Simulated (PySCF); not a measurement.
Excitation energy of B by level of theory

B [He] 2s2 2p1 (2P) → B [He] 2s1 2p1 3d1 (high-spin determinant), as a difference of total energies. Computed with PySCF 2.14 in dyall-av3z (15s9p3d2f, 71 functions), with no relativity, point nucleus. Correlated levels: valence: 1s2 frozen; virtual orbitals above 40 to 60 times the deepest correlated orbital energy dropped. The calculations carry no spin-orbit coupling.

```tsv
method	excitation energy (eV)
UHF	10.768
MP2 (valence)	11.841
SCS-MP2 (valence)	12.130
CCSD (valence)	12.270
CCSD(T) (valence)	12.303
```

Q: How much does correlation contribute at CCSD(T) (valence)?

A: 12.303 − (10.768) = 1.535 eV, measured against UHF.

The upper state lies above the first ionisation limit, but in LS coupling its spin forbids autoionisation to the ground ion. A Rydberg-like electron needs more diffuse functions than a valence basis has.

The promoted electron is Rydberg-like, and one or two diffuse shells describe it only roughly, which tends to raise the upper state.

The determinant of the upper state mixes LS terms, which raises its energy above the lowest term, most at the Hartree-Fock and MP2 levels.
